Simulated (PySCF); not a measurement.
# Working out the ionisation energy of V

V [Ar] 3d3 4s2 (4F) → V+ [Ar] 3d4 (5D). Computed with PySCF 2.14 in aug-cc-pVTZ (8s7p5d3f2g, 93 functions), with no relativity, point nucleus. Frozen: [Ar]. Energies in hartree (1 hartree = 27.21139 eV):

```tsv
part	V (lower)	V+ (upper)
UHF	-942.892056	-942.674850
CCSD correlation	-0.074760	-0.051922
(T)	-0.002776	-0.000915
```

Problem. What does Hartree-Fock give?

Solution. (-942.674850) − (-942.892056) = 0.217206 hartree = 5.910 eV.

Problem. What do CCSD and CCSD(T) give?

Solution. The CCSD correlation energies differ by 0.022838 hartree = 0.621 eV and the triples by 0.001861 hartree = 0.051 eV, so CCSD gives 6.531 eV and CCSD(T) 6.582 eV.

Measured between the centres of the two terms (NIST): 6.732 eV, so CCSD(T) (valence) is off by -0.150 eV.

The calculation is non-relativistic.

What remains against the reference includes basis incompleteness, the frozen core and higher excitations.
